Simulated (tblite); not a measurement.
C₄H₁₁O₂ (SMILES C[OH+]CC(C)O), charge +1, singlet, geometry from GFN2-xTB; GFN1-xTB in tblite 0.6.0.

The tblite input:
```
$ tblite run mol.xyz --method gfn1 --charge 1 --spin 0 --efield 0,0,0.1 --json tblite.json --no-restart

# file mol.xyz
17

C      2.36661495    -0.12619185     0.24717262
O      1.07480002    -0.25199685     0.88042613
C      0.10937954     0.77036453     0.54592923
C     -0.75192641     0.19441294    -0.61376919
C     -2.17918002     0.69870354    -0.57404255
O     -0.65341053    -1.22418938    -0.47085191
H      2.28582328    -0.07100439    -0.83805283
H      2.94889462    -1.00127445     0.53127219
H      2.85431223     0.76743456     0.63433318
H      0.53921333    -1.06622632     0.43861294
H     -0.49794260     0.92202136     1.44290896
H      0.60261658     1.70361411     0.28107471
H     -0.29008700     0.43189425    -1.57822099
H     -2.74978232     0.28220415    -1.40027805
H     -2.66131296     0.42441196     0.36279328
H     -2.19491570     1.78067518    -0.66519481
H     -1.47726349    -1.58799572    -0.11758277
```

Q: What does tblite print? Leave out banner, timings and long lists.

A: 
```
xTB calculator
 | screened Coulomb repulsion
 | Coulomb electrostatics
 |  * isotropic Klopman-Ohno-Mataga-Nishimoto electrostatics
 |  * onsite third-order electrostatics
 | DFT-D3(BJ) dispersion correction
 | Interactions (1)
 | [1] electric field

halogen bonding energy    0.0000000000000E+00 Eh
repulsion energy          2.1717374158328E-01 Eh
dispersion energy        -5.6770406745671E-03 Eh
interaction energy        0.0000000000000E+00 Eh
number of electrons       3.8000000000000E+01 e
integral cutoff           1.9731147476801E+01 bohr

------------------------------------------------------------
  cycle        total energy    energy error   density error
------------------------------------------------------------
      1     -23.20558397590  -2.3417081E+01   3.5826595E-01
      2     -23.30853967605  -1.0295570E-01   1.9898286E-01
      3     -23.31314331238  -4.6036363E-03   4.5071354E-02
      4     -23.31453228331  -1.3889709E-03   4.8566033E-03
      5     -23.31459003689  -5.7753583E-05   1.4832107E-03
      6     -23.31459395714  -3.9202427E-06   3.4112371E-04
      7     -23.31459436837  -4.1122999E-07   1.2064329E-04
      8     -23.31459444160  -7.3232389E-08   2.3615944E-05
      9     -23.31459444389  -2.2872406E-09   5.8210458E-06
------------------------------------------------------------

electronic energy        -2.3526091144795E+01 Eh
total energy             -2.3314594443886E+01 Eh

Post processing:
 | Mayer-Wiberg bond orders

[Info] JSON dump of results written to 'tblite.json'
```
